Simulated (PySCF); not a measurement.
Job for PySCF: R-B3LYP/6-31G* on C2H9FSi (a complex), monomers drawn apart or pushed together.

```python
from pyscf import gto, scf, dft, mp
from pyscf.data.elements import chemcore

mol = gto.M(
    atom='''
    C    -0.68172058    0.49251266   -0.30165832
    F     0.31605755   -0.27142533    0.29945556
    H    -0.48880645    0.53151060   -1.37406917
    H    -1.64547436    0.02295301   -0.10493167
    H    -0.65735704    1.49457292    0.12639161
    C     1.25583177   -1.12878035    6.15660125
    Si   -0.14746331    0.11076886    6.11806456
    H     2.12081237   -0.72010491    6.68225877
    H     1.55858662   -1.38514739    5.14120475
    H     0.95163600   -2.04393644    6.66798871
    H    -0.56825279    0.46657101    7.49735511
    H    -1.33159246   -0.43883674    5.41336100
    H     0.25835161    1.36271080    5.43354572
    ''',
    basis='6-31g*',
    cart=True,
    charge=0, spin=0, verbose=3, max_memory=1800)
mf = dft.RKS(mol, xc='b3lyp')
mf.conv_tol = 1e-8
mf.max_cycle = 100
mf.kernel()
if not mf.converged:
    mf = mf.newton().run(mf.mo_coeff, mf.mo_occ)
```

It printed:

```
converged SCF energy = -470.944545797737
```

The run converged.

Cost: around 5 core-seconds (rough).
